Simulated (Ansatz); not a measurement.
PAu₄⁻: single points at one geometry.

```yaml
crystal:
  periodic: [false, false, false]
  atoms:
    - {symbol: P, position_ang: [-0.508033, 1.142825, -0.803202]}
    - {symbol: Au, position_ang: [-1.546196, -0.621636, -1.904179]}
    - {symbol: Au, position_ang: [0.008536, -0.045582, 1.136363]}
    - {symbol: Au, position_ang: [1.521589, 0.764893, -1.871396]}
    - {symbol: Au, position_ang: [0.524104, -1.240491, 3.442413]}
basis:
  gaussian: {orbitals: def2-TZVPD, initial_orbitals: start.molden}
total_charge: -1
hamiltonian: {xc: r2scan, dispersion: d4}
scf: {omitted_lower_state_checks: [starts]}
output: {orbitals: {seedname: orbitals}}
```

The file start.molden holds the orbitals of an earlier run on this structure, at another level or in another basis.

```sh
$ ansatz run in.yaml --threads 4 --pin off --events-out ev --progress --plain --max-ram 4787MiB
```

It prints (some lines left out):

```
Functional definition: r2SCAN
1747 factors; their error is unknown
mean field evaluation 1: about -24075.1104 eV, gradient 7.9e0 eV
mean field evaluation 2: about -24075.2386 eV, gradient 2.4e-1 eV
mean field evaluation 4: about -24075.2154 eV, gradient 1.8e-1 eV
mean field evaluation 8: about -24075.2154 eV, gradient 1.3e-5 eV
mean field -24075.21537663 eV, -884.7478463239 hartree, gradient 1.3e-5 eV, S^2 0.000000; 0 other end points of the search recorded, 0 dependent functions left out
reference -24075.21539041 eV, -884.7478468306 hartree; 46, 46 occupied and 169, 169 virtual orbitals, 1747 factors
Total energy: -24075.28598852 eV, -884.7504412630 hartree
Checks for a lower state left out: starts
```

Run time 9 s (4 threads of Arm Neoverse V2 on a shared host).

Geometry: B3LYP-D4/def2-SVPD.

In the def2 sets Au takes a core potential; there is no spin–orbit coupling. No other spin state of charge -1 was run. The structure comes from a short search, and lower isomers may exist.
